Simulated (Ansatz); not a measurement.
`CC(C)(C)[O][Au]`. Total charge 0; spin multiplicity 1. Au: def2 effective core potential. The geometry is a stationary point of PBE0-D4/def2-TZVP.

```xyz
15

C     0.371    0.348    1.335
C     0.131   -0.161   -0.080
C    -0.958   -1.237   -0.071
C    -0.272    0.981   -1.002
O     1.256   -0.849   -0.576
Au    2.923    0.180   -0.756
H     0.691   -0.471    1.982
H    -0.532    0.797    1.756
H     1.160    1.108    1.330
H    -1.116   -1.619   -1.081
H    -1.897   -0.820    0.300
H    -0.661   -2.067    0.572
H    -0.411    0.612   -2.020
H    -1.199    1.454   -0.670
H     0.513    1.744   -1.018
```

(1) What is the dipole moment at r2SCAN/def2-TZVPP? (An estimate is asked.)

(2) And with PBE, B3LYP, ωB97M-V? (Best estimate.)

(3) Give the Mulliken charges with r2SCAN, B3LYP, PBE in def2-TZVPP. (Best estimate.)

## Answers

(1) Computed: 1.47 D, with components (0.31, 1.40, 0.29) D in this frame, pointing from negative to positive charge.

(2) The calculation gave: PBE 1.32 D, B3LYP 1.71 D, ωB97M-V 2.54 D.

(3) Computed: 
| atom | r2SCAN | B3LYP | PBE |
| --- | --- | --- | --- |
| C1 | -0.20 | -0.27 | -0.25 |
| C2 | 0.37 | 0.31 | 0.25 |
| C3 | -0.17 | -0.26 | -0.25 |
| C4 | -0.20 | -0.27 | -0.25 |
| O5 | -0.48 | -0.49 | -0.40 |
| Au6 | 0.23 | 0.26 | 0.20 |
| H7 | 0.06 | 0.09 | 0.09 |
| H8 | 0.04 | 0.07 | 0.07 |
| H9 | 0.04 | 0.07 | 0.07 |
| H10 | 0.06 | 0.09 | 0.09 |
| H11 | 0.04 | 0.07 | 0.07 |
| H12 | 0.06 | 0.09 | 0.09 |
| H13 | 0.06 | 0.09 | 0.09 |
| H14 | 0.04 | 0.07 | 0.07 |
| H15 | 0.04 | 0.07 | 0.07 |

B3LYP here is the variant with VWN-RPA as its local correlation; programs differ in this.
